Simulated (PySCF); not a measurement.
MO anions for M along group 15

CCSD(T) with double-zeta basis sets in PySCF, for the lowest determinant that a PBE0 search found; no spin–orbit coupling. De refers to high-spin ground-configuration atoms (the charge goes to the atom of lower measured ionisation energy or higher electron affinity, which is not always the lowest computed limit).

```json
{"M": "P", "basis": "aug-cc-pVDZ-DK", "reference, frozen orbitals": "UHF, 6", "charged atom": "O−", "state (unpaired electrons)": "triplet (π ↑↑)", "Re (Å)": "1.602", "ωe (cm⁻¹)": "944", "De (eV)": "n/a"}
{"M": "As", "basis": "aug-cc-pVDZ-DK", "reference, frozen orbitals": "UHF, 10", "charged atom": "O−", "state (unpaired electrons)": "triplet (π ↑↑)", "Re (Å)": "1.731", "ωe (cm⁻¹)": "779", "De (eV)": "n/a"}
{"M": "Bi", "basis": "aug-cc-pVDZ-PP/aug-cc-pVDZ", "reference, frozen orbitals": "UHF, 5", "charged atom": "O−", "state (unpaired electrons)": "triplet (π ↑↑)", "Re (Å)": "2.025", "ωe (cm⁻¹)": "626", "De (eV)": "n/a"}
```

The shortest bond is that of PO⁻ (1.602 Å), the longest that of BiO⁻ (2.025 Å).

The rows differ in basis set, which adds steps of its own.

Down a group the atoms grow and get heavier, so bonds lengthen and wavenumbers fall; this series shows no clear exception.

Correlated steps freeze the inner cores (5 to 10 orbitals); shallow outer-core shells are correlated. Spin–orbit coupling is left out, which matters for elements this heavy, above all for dissociation energies. States were picked by a PBE0 search and need not be the measured ground states.
